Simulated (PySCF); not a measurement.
A GIAO shielding run with PySCF (density fitting, non-relativistic, gas phase) on SMILES CC(=O)[C@@H]1C[C@@]1([SiH3])CN, C6H13NOSi:

```
$ OMP_NUM_THREADS=1 python probes_run.py task.json out

{"job": {"kind": "nmr", "xc": "PBE0", "basis": "pcSseg-1"}, "charge": 0, "multiplicity": 1}
C      3.059471     0.086573    -0.324955
C      1.729617    -0.429832     0.153599
O      1.590651    -1.564717     0.575474
C      0.596362     0.484911     0.069177
C     -0.278045     0.625013     1.302079
C     -0.775016    -0.159969     0.145811
Si    -0.806223    -2.052094     0.350895
C     -1.843681     0.415313    -0.759279
N     -1.716484     1.854887    -0.951695
H      2.999103     0.275284    -1.395688
H      3.296783     1.026506     0.168846
H      3.840737    -0.643835    -0.131833
H      0.714615     1.373226    -0.536235
H      0.036102     0.086494     2.184609
H     -0.661440     1.614295     1.505919
H     -2.243280    -2.348808     0.140247
H     -0.129285    -2.742311    -0.740134
H     -0.525429    -2.458944     1.719466
H     -2.827433     0.121338    -0.355934
H     -1.742689    -0.053712    -1.743074
H     -1.970959     2.346947    -0.101413
H     -2.353887     2.162820    -1.677515
```

Hardware: 1 thread of an Arm Neoverse N1, shared host. The job also computes population analyses, field gradients, ring-centre shieldings.

Question: How large is the calculation?

Answer: 78 electrons, 225 basis functions and 1182 auxiliary functions.

Question: How long does it take, and how much memory does it need?

Answer: 100 s of wall time, with 14 SCF cycles and 5 response iterations; peak memory 1 GiB. Times on a shared host scatter by some tens of per cent.
